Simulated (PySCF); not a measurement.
Pb(2+): excitation energy

Pb(2+) [Xe] 4f14 5d10 6s2 (1S) → Pb(2+) [Xe] 4f14 5d9 6s2 7s1 (3D), as a difference of total energies. Computed with PySCF 2.14 in aug-cc-pwCVTZ-DK3 with one added diffuse shell each of s, d, f type (12s10p9d6f1g, 138 functions), with scalar relativity by spin-free X2C-1e. The calculations carry no spin-orbit coupling.

```csv
method,excitation energy (eV)
UHF,30.805
r2SCANh,31.507
BLYP,30.983
```

The promoted electron is Rydberg-like, and one or two diffuse shells describe it only roughly, which tends to raise the upper state.
